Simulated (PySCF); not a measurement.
Species: C₃H₁₂N₂OSi.
Cartesian coordinates in Å at the GFN2-xTB level; atoms count from 1:
```xyz
19
C3H12N2OSi angstrom
C      1.6446   -0.4829    1.5005
C      0.1840   -0.8016    1.1964
Si    -0.3193   -0.3701   -0.5867
N     -2.0163   -0.6880   -0.7330
N      0.6517   -1.2959   -1.6786
O     -0.0711    1.2087   -0.9528
C     -0.6368    2.3241   -0.3253
H      1.8693    0.5551    1.2645
H      1.8702   -0.6512    2.5530
H      2.3038   -1.1136    0.9085
H     -0.4500   -0.2462    1.8891
H      0.0053   -1.8569    1.3972
H     -2.4754   -0.3594   -1.5679
H     -2.3399   -1.6169   -0.5217
H      0.4649   -1.1882   -2.6630
H      1.6481   -1.2810   -1.5340
H     -0.3756    3.2051   -0.9134
H     -1.7229    2.2313   -0.2694
H     -0.2443    2.4370    0.6884
```

Computed at PBE0/pcSseg-1 (PySCF, non-relativistic), with Q(14N) = 0.02044 b, Q(17O) = −0.0256 b: N4, 14N (I = 1): χzz = -4.407 MHz, η = 0.376; O6, 17O (I = 5/2): χzz = -10.43 MHz, η = 0.321.

(1) Find the zero-field quadrupole resonance frequencies of 14N at N4.

(2) Where would the pure quadrupole (NQR) lines of 17O at O6 fall for the rigid, isolated species?

Results:

(1) From ν± = (3/4)|χ|(1 ± η/3) and ν0 = |χ|η/2: ν+ 3.720 MHz, ν− 2.890 MHz, ν0 0.829 MHz (silicon-bound nitrogen).

(2) From the eigenvalues of H = χ/[4I(2I − 1)] × [3Iz² − I(I + 1) + η(Ix² − Iy²)], steps between neighbouring levels, labelled as for η = 0: ±1/2↔±3/2 1.731 MHz, ±3/2↔±5/2 3.068 MHz (silyl ether oxygen).

In a crystal, neighbours and librations shift these lines. GFN2-xTB bond lengths can be off by several hundredths of an ångström, more for odd bonds, and the gradients follow them. The basis is small and wasn't made for field gradients, so the couplings can be 20 % off.

The run behind these numbers computed NMR shieldings as well. Time: 30 s wall; peak memory 0.85 GiB. Hardware: an Arm Neoverse V1 with one thread, shared host with 32 logical CPUs at a one-minute load of 16.

One conformer stands for the species.
